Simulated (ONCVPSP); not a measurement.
Logarithmic derivatives: chlorine (Cl), ONCV

```json
{"Element": "chlorine", "Generator": "ONCVPSP 4.0.1", "Type": "optimised norm-conserving Vanderbilt (ONCV)", "Functional": "PBE", "Relativity": "scalar-relativistic", "Frozen core": "[Ne]", "Valence charge": "7", "Reference configuration": "3s1.75 3p5.25", "Partial waves": "3s: rc 1.20 bohr, ncon 4, nbas 7, qcut 5.3 1/bohr, 2 projectors, debl 0.9 Ha; 3p: rc 1.35 bohr, ncon 4, nbas 9, qcut 6.7 1/bohr, 3 projectors, debl 0.7 Ha", "Local potential": "polynomial inside 0.85 bohr (lpopt 5, dvloc0 0 Ha)", "Core correction": "none"}
```

The phase is arctan(r·R′/R) of the radial function R(r), unwrapped; energies in Ha, scanned from -2 to 5 Ha. A pole is an energy at which the radial function vanishes at the test radius. The pseudo phase is shifted by a multiple of π to meet the all-electron one at the reference energy, and phase errors are pseudo minus all-electron; the curves can meet again beyond the range given. Levels narrower than the energy grid can be missing from the lists of poles.

**Question.** For each channel, where are the poles, and over which energies does the pseudopotential scatter like the atom?

**Answer.**

```tsv
channel	radius (bohr)	reference energy (Ha)	poles, all-electron	poles, pseudo	unbroken range about the reference energy with phases within 0.05 rad	phase error 1 Ha above the reference energy (rad)
s	1.22	-0.77	4.68	2.33	below 2.3	-0.000
p	1.37	-0.32	3.21	3.21	the whole range	+0.000
```

Note: ghosts flagged at negative energy: p at -128.6 eV; GHOST(+) flagged for s at 64.3 eV. A true bound ghost makes a file unfit for plane-wave use.

Phases in the p channel:

| E (Ha) | all-electron | pseudo |
| --- | --- | --- |
| -1.98 | 0.722 | 0.722 |
| -1.80 | 0.629 | 0.629 |
| -1.62 | 0.517 | 0.517 |
| -1.44 | 0.381 | 0.381 |
| -1.26 | 0.222 | 0.222 |
| -1.08 | 0.040 | 0.040 |
| -0.90 | -0.155 | -0.155 |
| -0.72 | -0.350 | -0.350 |
| -0.54 | -0.531 | -0.531 |
| -0.36 | -0.690 | -0.690 |
| -0.18 | -0.825 | -0.825 |
| 0.00 | -0.937 | -0.937 |
| 0.18 | -1.029 | -1.029 |
| 0.36 | -1.106 | -1.106 |
| 0.54 | -1.171 | -1.171 |
| 0.72 | -1.225 | -1.225 |
| 0.90 | -1.272 | -1.272 |
| 1.08 | -1.312 | -1.312 |
| 1.26 | -1.347 | -1.347 |
| 1.44 | -1.378 | -1.378 |
| 1.62 | -1.405 | -1.405 |
| 1.80 | -1.430 | -1.430 |
| 1.98 | -1.453 | -1.453 |
| 2.16 | -1.473 | -1.473 |
| 2.34 | -1.492 | -1.492 |
| 2.52 | -1.510 | -1.510 |
| 2.70 | -1.527 | -1.527 |
| 2.88 | -1.543 | -1.543 |
| 3.06 | -1.558 | -1.558 |
| 3.24 | -1.573 | -1.573 |
| 3.42 | -1.587 | -1.587 |
| 3.60 | -1.601 | -1.601 |
| 3.78 | -1.615 | -1.615 |
| 3.96 | -1.629 | -1.629 |
| 4.14 | -1.643 | -1.642 |
| 4.32 | -1.657 | -1.656 |
| 4.50 | -1.671 | -1.670 |
| 4.68 | -1.686 | -1.685 |
| 4.86 | -1.701 | -1.700 |
